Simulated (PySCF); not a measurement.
Se(H)(OMe) (CH₄OSe), SMILES CO[SeH].

Geometry: PBE0-D3(BJ)/def2-TZVP. The values are those of a single conformer.

Computed with r2SCAN/def2-TZVPD (PySCF).

Gas-phase values at a fixed geometry.

Q: Estimate the frontier levels, gap, dipole moment and polarisability. (Estimate from the structure and the level; the computed values follow.)

A: 
```
Quantity                                                                                                        Value
---------------------------------------------------------------------------------------------  ----------------------
highest occupied level                                                                                       -5.85 eV
lowest empty level                                                                                           -1.99 eV
orbital gap                                                                                                   3.86 eV
dipole moment                                                                                                  1.42 D
quadrupole, principal values (traceless, Buckingham form, about the centre of nuclear charge)   -5.32, 0.91, 4.41 D·Å
mean static polarisability                                                                       48.7 bohr³ (7.22 Å³)
polarisability, principal values                                                               43.1, 44.1, 58.8 bohr³
```
